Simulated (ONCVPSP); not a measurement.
# How hard is this He (Z = 2) ONCV potential?

He, optimised norm-conserving Vanderbilt (ONCV), made with ONCVPSP 4.0.1 (PBE, scalar-relativistic). Core none, reference 1s2. Waves: 1s: rc 0.45 bohr, ncon 3, nbas 6, qcut 15.4 1/bohr, 2 projectors, debl 1.8 Ha. Local part: polynomial inside 0.40 bohr (lpopt 3, dvloc0 6 Ha). Core correction: none.

Q: For each optimised wave give the share of its norm inside rc, the residual kinetic energy above qcut (Ha) and the cutoffs (Ha) for errors of 10, 1, 0.1 and 0.01 mHa per electron.

A:

| wave | norm inside rc | residual KE | 10 mHa | 1 mHa | 0.1 mHa | 0.01 mHa |
| --- | --- | --- | --- | --- | --- | --- |
| 1s | 0.202 | 2.1e-04 | 55.5 | 92.2 | 185.7 | 462.4 |
| s projector 2 | 0.067 | 8.6e-05 | 41.5 | 80.1 | 115.5 | 314.9 |

The occupied waves need 92 Ha and 186 Ha for 1 and 0.1 mHa.
